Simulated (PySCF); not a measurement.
# [Ce(PH3)]3+ at several levels of theory

Computed with PySCF 2.14.0 (density fitting, no spin-orbit coupling) at the geometry relaxed with PBE0:

```xyz
5
[Ce(PH3)]3+ (singlet in the valence; each metal's 4f electrons, 1 of them, lie in its core potential, out of spins and levels)
Ce    0.0000    0.0000   -0.5159
P     0.0000    0.0000    2.5244
H     1.3212    0.0000    3.0621
H    -0.6606    1.1442    3.0621
H    -0.6606   -1.1442    3.0621
```

```
level                                              basis    state  HOMO (eV)  gap (eV)  charge on Ce1 (e)  population of f-type functions on Ce1 (polarisation alone where 4f lies in the core)  dipole about the centre of mass (D)  largest force component (eV/Å)
 PBE0  Ce lcecp-1-SVP with ECP47, P def2-SVP, H def2-SVP  singlet     -23.53      4.46               2.36                                                                                  0.01                                 1.50                            0.01
B3LYP                                           the same  singlet     -23.30      3.89               2.33                                                                                  0.01                                 1.56                            0.16
M06-L                                           the same  singlet     -22.66      3.20               2.42                                                                                  0.01                                 1.20                            0.17
```

In the lcecp rows the 4f levels are missing from HOMO and gap, and the state counts the valence alone.

Charges are Mulliken's, which hang on the basis. The relaxation used the grid (50, 194), these runs (75, 302) or, all-electron (x2c bases, spin-free X2C Hamiltonian), (99, 590).

(1) What does PBE0 with Ce lcecp-1-TZVP with ECP47, P def2-TZVP, H def2-TZVP give here?

An lcecp potential fixes the number of 4f electrons, so in runs with it no electron can move into or out of that shell.

Results:

(1) state singlet, HOMO (eV) -23.41, gap (eV) 4.41, charge on Ce1 (e) 2.40, population of f-type functions on Ce1 (polarisation alone where 4f lies in the core) 0.01, dipole about the centre of mass (D) 1.65, largest force component (eV/Å) 0.18. Time: 4.7 s on 2 threads of Arm Neoverse V2, on a shared host, from free ions and atoms.
